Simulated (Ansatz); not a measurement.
Relaxation of C2H8O2Si (13 atoms, charge 0, multiplicity 1), to a largest force component of 0.015 eV/Å in at most 40 steps.

All numbers below come from RKS PBE/def2-SVP (Ansatz 0.2.0).

```xyz
13
Properties=species:S:1:pos:R:3
O -1.046 1.774 1.104
C -0.847 0.434 0.839
C 0.350 0.303 -0.091
O 1.557 0.719 0.559
Si 0.046 1.012 -1.840
H -0.849 2.307 0.270
H -0.673 -0.063 1.806
H -1.703 0.046 0.355
H 0.519 -0.832 -0.234
H 1.422 1.722 0.667
H -1.222 0.413 -2.410
H -0.143 2.444 -1.709
H 1.183 0.765 -2.689
```

Q: Where does it end, and by what steps?

A: The run converged. After 9 steps the energy has fallen by 0.503 eV; H6 moved furthest, 0.36 Å.

```
step  energy less start (eV)  largest force component (eV/Å)  accepted
   0                  0.0000                           2.699       yes
   1                 -0.3686                           1.560       yes
   2                 -0.4523                           0.950       yes
   3                 -0.4869                           0.694       yes
   4                 -0.4965                           0.168       yes
   5                 -0.4688                           0.434        no
   6                 -0.5014                           0.080       yes
   7                 -0.5002                           0.140        no
   8                 -0.5027                           0.022       yes
   9                 -0.5029                           0.014       yes
```

```xyz
13
Properties=species:S:1:pos:R:3
O -0.838 1.859 1.220
C -0.796 0.482 0.853
C 0.353 0.232 -0.133
O 1.554 0.800 0.391
Si 0.075 0.960 -1.897
H -1.162 2.363 0.449
H -0.591 -0.067 1.798
H -1.768 0.114 0.448
H 0.507 -0.867 -0.236
H 1.240 1.620 0.834
H -1.148 0.393 -2.580
H -0.115 2.453 -1.775
H 1.284 0.702 -2.746
```

Whether the end is a true minimum wasn't checked by a vibrational analysis.

The run took 17 s on 2 threads of Intel(R) Xeon(R) Platinum 8488C (Sapphire Rapids) (shared host), peak memory 0.17 GiB.
